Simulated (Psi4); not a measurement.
C$_{4}$H$_{3}$O, charge -1, singlet, geometry from GFN2-xTB (a gas-phase anion, which may not be bound at this level), atoms displaced at random by about 0.1 Å a coordinate; HF/STO-3G run with Psi4.

The Psi4 input:
```
memory 2 GB

molecule mol {
-1 1
O    -0.008011    0.138385    1.241789
C     0.155104    1.417131    0.337247
C    -0.002286   -0.918174    0.338132
C    -0.006816    0.680550   -1.010595
C     0.056332   -0.626677   -0.997074
H    -0.150922   -1.980956    0.874305
H    -0.104413    1.447048   -1.833175
H     0.072190   -1.220727   -1.812053
}

set {
  basis sto-3g
  reference rhf
  step_type nr
}

optimize('scf')
print_variables()
```

Question: What does Psi4 print? Leave out banner, timings and long lists.

Answer: 
```
gradient() will perform analytic gradient computation.

   => Loading Basis Set <=

    Name: STO-3G
    Role: ORBITAL
    Keyword: BASIS

         ---------------------------------------------------------
                                   SCF
               by Justin Turney, Rob Parrish, Andy Simmonett
                          and Daniel G. A. Smith
                              RHF Reference
         ---------------------------------------------------------

  ==> Geometry <==

    Molecular point group: c1
    Full point group: C1

    Geometry (in Angstrom), charge = -1, multiplicity = 1:

       Center              X                  Y                   Z               Mass
    ------------   -----------------  -----------------  -----------------  -----------------
         O           -0.039573898369     0.032756511847     1.225640843153    15.994914619570
         C            0.123541101631     1.311502511847     0.321098843153    12.000000000000
         C           -0.033848898369    -1.023802488153     0.321983843153    12.000000000000
         C           -0.038378898369     0.574921511847    -1.026743156847    12.000000000000
         C            0.024769101631    -0.732305488153    -1.013222156847    12.000000000000
         H           -0.182484898369    -2.086584488153     0.858156843153     1.007825032230
         H           -0.135975898369     1.341419511847    -1.849323156847     1.007825032230
         H            0.040627101631    -1.326355488153    -1.828201156847     1.007825032230

  Running in c1 symmetry.

  Rotational constants: A =      0.32707  B =      0.28271  C =      0.15224 [cm^-1]
  Rotational constants: A =   9805.27901  B =   8475.47687  C =   4564.17103 [MHz]
  Nuclear repulsion =  146.618874221958009

  Charge       = -1
  Multiplicity = 1
  Electrons    = 36
  Nalpha       = 18
  Nbeta        = 18

  ==> Algorithm <==

  SCF Algorithm Type is DF.
  DIIS enabled.
  MOM disabled.
  Fractional occupation disabled.
  Guess Type is SAD.
  Energy threshold   = 1.00e-08
  Density threshold  = 1.00e-08
  Integral threshold = 1.00e-12

  ==> Primary Basis <==

  Basis Set: STO-3G
    Blend: STO-3G
    Number of shells: 18
    Number of basis functions: 28
    Number of Cartesian functions: 28
    Spherical Harmonics?: true
    Max angular momentum: 1

   => Loading Basis Set <=

    Name: (STO-3G AUX)
    Role: JKFIT
    Keyword: DF_BASIS_SCF

  ==> Integral Setup <==

  SCF_SUBTYPE=INCORE selected. In-core MEM_DF algorithm will be used.
  Using in-core AOs.

  ==> MemDFJK: Density-Fitted J/K Matrices <==

    J tasked:                   Yes
    K tasked:                   Yes
    wK tasked:                   No
    Algorithm:                 Core
    Schwarz Cutoff:           1E-12
    Mask sparsity (%):       1.2755
    Fitting Condition:        1E-10

   => Auxiliary Basis Set <=

  Basis Set: (STO-3G AUX)
    Blend: DEF2-UNIVERSAL-JKFIT
    Number of shells: 143
    Number of basis functions: 431
    Number of Cartesian functions: 509
    Spherical Harmonics?: true
    Max angular momentum: 4

  Minimum eigenvalue in the overlap matrix is 1.6267026947E-01.
  Reciprocal condition number of the overlap matrix is 6.6377998853E-02.
    Using symmetric orthogonalization.

  ==> Pre-Iterations <==

  SCF Guess: Superposition of Atomic Densities via on-the-fly atomic UHF (no occupation information).

   -------------------------
    Irrep   Nso     Nmo
   -------------------------
     A         28      28
   -------------------------
    Total      28      28
   -------------------------

  ==> Iterations <==

                           Total Energy        Delta E     RMS |[F,P]|

   @DF-RHF iter SAD:  -221.58345575722592   -2.21583e+02   0.00000e+00
   @DF-RHF iter   1:  -224.77710225232460   -3.19365e+00   1.13050e-02 ADIIS/DIIS
   @DF-RHF iter   2:  -224.84318905031722   -6.60868e-02   6.71358e-03 ADIIS/DIIS
   @DF-RHF iter   3:  -224.86608140844578   -2.28924e-02   9.17160e-04 ADIIS/DIIS
[...]
  @DF-RHF Final Energy:  -224.94184662030887
    Total Energy =                       -224.9418466203088656
  @DF-RHF Final Energy:  -224.95089244149327
    Total Energy =                       -224.9508924414932665
  @DF-RHF Final Energy:  -224.95001156548162
    Total Energy =                       -224.9500115654816170
  @DF-RHF Final Energy:  -224.95726500654780
    Total Energy =                       -224.9572650065478001
  @DF-RHF Final Energy:  -224.96116073065269
    Total Energy =                       -224.9611607306526935
  @DF-RHF Final Energy:  -224.96124692334624
    Total Energy =                       -224.9612469233462377
  @DF-RHF Final Energy:  -224.96126780283717
    Total Energy =                       -224.9612678028371704
[...]
	             B(2,4,5)     111.18090        0.00002        0.06076     111.24166
	             B(2,4,7)     125.89895       -0.00001       -0.03266     125.86629
	             B(3,5,4)     105.65614       -0.00001       -0.02419     105.63195
	             B(3,5,8)     126.23184        0.00000        0.00814     126.23997
	             B(4,5,8)     128.11200        0.00001        0.01608     128.12808
	             B(5,3,6)     131.85596        0.00000        0.01442     131.87038
	             B(5,4,7)     122.92015       -0.00001       -0.02809     122.89205
	           D(1,2,4,5)      -0.01627        0.00000        0.00724      -0.00903
	           D(1,2,4,7)     179.96049        0.00000        0.01799     179.97848
	           D(1,3,5,4)       0.01459       -0.00000       -0.01459      -0.00000
	           D(1,3,5,8)     179.95962        0.00000        0.03639     179.99602
	           D(2,1,3,5)      -0.02592        0.00000        0.02063      -0.00528
	           D(2,1,3,6)    -180.01832        0.00000        0.01398    -180.00435
	           D(2,4,5,3)       0.00163       -0.00000        0.00464       0.00627
	           D(2,4,5,8)    -179.94202       -0.00000       -0.04812    -179.99014
	           D(3,1,2,4)       0.02524       -0.00000       -0.01655       0.00870
	           D(3,5,4,7)    -179.97595       -0.00000       -0.00573    -179.98168
	           D(4,5,3,6)     180.00563       -0.00000       -0.00721     179.99841
	           D(6,3,5,8)      -0.04934        0.00000        0.04425      -0.00509
	           D(7,4,5,8)       0.08040       -0.00000       -0.05849       0.02191
	-------------------------------------------------------------------------------

	                                 ==> Convergence Check <==

	Measures of convergence in internal coordinates in au.

	Criteria marked as inactive (o), active & met (*), and active & unmet ( ).

	----------------------------------------------------------------------------------------------
	   Step    Total Energy     Delta E     Max Force     RMS Force      Max Disp      RMS Disp
	----------------------------------------------------------------------------------------------
	  Convergence Criteria     1.00e-06 *    3.00e-04 *             o    1.20e-03 *             o
	----------------------------------------------------------------------------------------------
	     9    -224.96126780   -2.09e-05      2.95e-04 *    1.16e-04 o    1.16e-03 *    5.07e-04 o  ~
	----------------------------------------------------------------------------------------------

Next Geometry in Ang
	Fragment 1 (Ang)

	    O  -0.0003664157   0.0488061964   1.1276363928
	    C   0.0238142745   1.2153435582   0.3261615500
	    C  -0.0218617321  -1.0839069519   0.3303855682
	    C   0.0152226260   0.7114642963  -0.9612607942
	    C  -0.0132628914  -0.7268396847  -0.9578518206
	    H  -0.0416271033  -2.0521595110   0.8105866592
	    H   0.0275463891   1.2941513172  -1.8671323871
	    H  -0.0254560874  -1.3961237307  -1.8065516247

    Final optimized geometry and variables:
    Molecular point group: c1
    Full point group: C1

    Geometry (in Angstrom), charge = -1, multiplicity = 1:

    O           -0.000419613409     0.048606982109     1.127942747517
    C            0.024041041395     1.214788552042     0.325826599123
    C           -0.021912263356    -1.083804981892     0.330566494352
    C            0.015240345467     0.711840977511    -0.961694838893
    C           -0.013497155082    -0.726709822651    -0.957696063220
    H           -0.041659216391    -2.052473631846     0.810654862606
    H            0.027401041058     1.294531287745    -1.867405944906
    H           -0.025185120057    -1.396043873197    -1.806220312889

  Variable Map:
  ----------------------------------------------------------------------------
[...]
  Array Variable Map:
  ----------------------------------------------------------------------------
[...]
Optimizer: Optimization complete!
```
